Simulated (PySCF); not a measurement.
**Radial density of Cl (chlorine, neutral)**

PBE, [Ne] 3s2 3p5, 2P determinant. Calculation: PySCF 2.14, in aug-cc-pVDZ-DK; scalar relativity by spin-free X2C-1e.

| r (bohr) | 4πr²ρ (e/bohr) | 4πr²(ρα − ρβ) |
| --- | --- | --- |
| 0.00127 | 0.07734 | 0.0000 |
| 0.00213 | 0.2066 | 0.0000 |
| 0.00358 | 0.5275 | 0.0000 |
| 0.00603 | 1.319 | 0.0000 |
| 0.0101 | 3.145 | 0.0001 |
| 0.0171 | 6.875 | 0.0003 |
| 0.0287 | 12.89 | 0.0011 |
| 0.0482 | 18.75 | 0.0051 |
| 0.0811 | 18.43 | 0.0222 |
| 0.136 | 13.45 | 0.0733 |
| 0.230 | 16.80 | 0.1330 |
| 0.386 | 17.85 | 0.0614 |
| 0.650 | 6.173 | 0.0450 |
| 1.09 | 4.171 | 0.5170 |
| 1.84 | 3.521 | 0.5210 |
| 3.09 | 0.6563 | 0.0973 |
| 5.20 | 0.02318 | 0.0020 |
| 8.74 | 0.0002020 | 0.0000 |

Densities and radii are taken from the X2C orbitals without a picture-change correction, which distorts them close to the nucleus.
